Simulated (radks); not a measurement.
Values are calculated unless marked as measured or tabulated.
Removal energies from the indium ion In7+, [Kr] 4d(3/2: 4, 5/2: 2), by Delta-SCF beside the eigenvalue of the level emptied. Code: a radial shooting solver on a logarithmic mesh with Libxc functionals. Model: Dirac Kohn-Sham, relativistic LDA (MacDonald-Vosko exchange, VWN5 correlation), spin-unpolarised, spherical densities, finite nucleus; Fermi nuclear charge, rms radius of each element as measured or else 0.836 A^(1/3) + 0.57 fm. Sub-shells are occupied by j as written (lower j first in brackets).

removed from,final configuration,Delta-SCF (eV),-eigenvalue (eV)
4d5/2,"[Kr] 4d(3/2: 4, 5/2: 1)",133.32,122.82
4d3/2,"[Kr] 4d(3/2: 3, 5/2: 2)",134.54,123.97
4p3/2,"[Ar] 3d10 4s2 4p(1/2: 2, 3/2: 3) 4d(3/2: 4, 5/2: 2)",196.19,184.62
4p1/2,"[Ar] 3d10 4s2 4p(1/2: 1, 3/2: 4) 4d(3/2: 4, 5/2: 2)",203.73,191.92
